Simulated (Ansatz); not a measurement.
Pd₂Se₃. Charge 0, multiplicity 1. Geometry PBE-D4/def2-SVP, basis def2-TZVP, Ansatz.

Cartesian coordinates in Å:
```
Pd 1.240 0.832 -0.050
Pd -0.801 -0.706 -1.045
Se 1.207 -1.721 0.187
Se -0.504 -0.146 1.258
Se -1.142 1.740 -0.350
```

```tsv
run	HOMO (eV)	LUMO (eV)
A	-5.77	-3.74
B	-5.26	-4.14
C	-4.85	-4.38
D	-4.70	-4.34
E	-4.93	-4.59
F	-8.15	-1.97
```

In the def2 sets Pd takes a core potential; there is no spin–orbit coupling. LC-ωPBE has ω = 0.4 bohr⁻¹. No other spin state of charge 0 was run. Another isomer (singlet) lies 0.18 eV lower at PBE-D4/def2-SVP; other spin states weren't run for this one.

Task: The runs used LC-ωPBE, LDA (SPW92), PBE, PBE0, r2SCAN, r2SCANh. Estimate which is which.

Result: A PBE0 (25 % exact exchange); B r2SCANh (10 % exact exchange); C r2SCAN (0 % exact exchange); D PBE (0 % exact exchange); E LDA (SPW92) (0 % exact exchange); F LC-ωPBE (range-separated). Exact exchange lowers occupied and raises empty levels; among semilocal functionals meta-GGAs tend to open the gap a little, and such runs are hard to tell apart. The gap grows from 0.35 eV (LDA (SPW92)) to 6.18 eV (LC-ωPBE). The restricted singlet is unstable towards broken spin symmetry in Hartree–Fock (as tested in another run); at PBE0-D4/def2-TZVP, r2SCANh-D4/def2-TZVP, r2SCAN-D4/def2-TZVP, PBE-D4/def2-TZVP and others this wasn't settled.
